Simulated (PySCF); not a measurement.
Estimate the missing entries of this data sheet.

1-chloroheptafluoropropane, C3ClF7.
Bonds: F1–C2, C2–F3, C2–F4, C2–C5, C5–F6, C5–F7, C5–C8, C8–F9, C8–F10, C8–Cl11.

Conformer (atom-mapped SMILES and torsion angles): `[F:1][C:2]([F:3])([F:4])[C:5]([F:6])([F:7])[C:8]([F:9])([F:10])[Cl:11]`: F1–C2–C5–F6 58°, C2–C5–C8–F9 -59°.

```csv
property,level,value
point group of the GFN2-xTB geometry,GFN2-xTB,?
"rotational constants A, B, C of the GFN2-xTB geometry",GFN2-xTB,?
dipole moment,B3LYP/def2-SVPD,0.50 D
HOMO energy,B3LYP/def2-SVPD,-9.97 eV
LUMO energy,B3LYP/def2-SVPD,-1.09 eV
lowest singlet excitation,TDDFT B3LYP/def2-SVPD,?
strongest line among the 8 lowest singlet transitions,TDDFT B3LYP/def2-SVPD,?
lowest triplet excitation (Tamm–Dancoff),TDA B3LYP/def2-SVPD,6.69 eV
static isotropic polarisability,B3LYP/def2-SVPD,58.1 au
electronic spatial extent ⟨r²⟩ about the centre of nuclear charge,B3LYP/def2-SVPD,1610 bohr²
13C chemical shifts (computed TMS as zero) by class,GIAO PBE0/pcSseg-1,"136.4 (C8), 127.3 (C2), 114.6 (C5) ppm"
"isotropic shieldings of nuclei other than C and H, by class",GIAO PBE0/pcSseg-1,"246 (F9/F10), 263 (F1/F3/F4), 310 (F6/F7), 622 (Cl11) ppm"
```

The electronic properties come from PySCF, for the isolated species, density fitting. One conformer (not necessarily the lowest) at the GFN2-xTB geometry, without solvent or vibrations. NMR classes are plain means over equivalent atoms (diastereotopic ones count apart unless rotation or inversion swaps them), as if these changed places fast; in this geometry the members of some classes differ.

Q: Give the rotational constants A, B, C of the GFN2-xTB geometry.

A: 1.607, 0.750, 0.698 GHz.

Q: Give the point group of the GFN2-xTB geometry.

A: Cs.

Q: The lowest singlet excitation?

A: 7.50 eV (165 nm, f = 0.001).

Q: Give the strongest line among the 8 lowest singlet transitions.

A: S3 at 8.65 eV (143 nm, f = 0.113).

The largest Löwdin shares of the LUMO are 0.52 on Cl11, 0.27 on C8 and 0.06 on C5. No computed singlet falls in the visible range (750 to 380 nm, 1.65 to 3.26 eV); S1 lies 4.24 eV above its blue end. The principal polarisabilities are 52.6, 53.7 and 68.0 au; their mean is the isotropic value. The largest Löwdin shares of the HOMO are 0.83 on Cl11, 0.06 on C8, 0.04 on F10 and 0.04 on F9. In wavenumbers S1 is 60500 cm⁻¹ (1 eV = 8065.54 cm⁻¹).

For the TDDFT job (B3LYP/def2-SVPD), time: 49 s wall. Hardware: one thread of an x86-64 server (shared host).
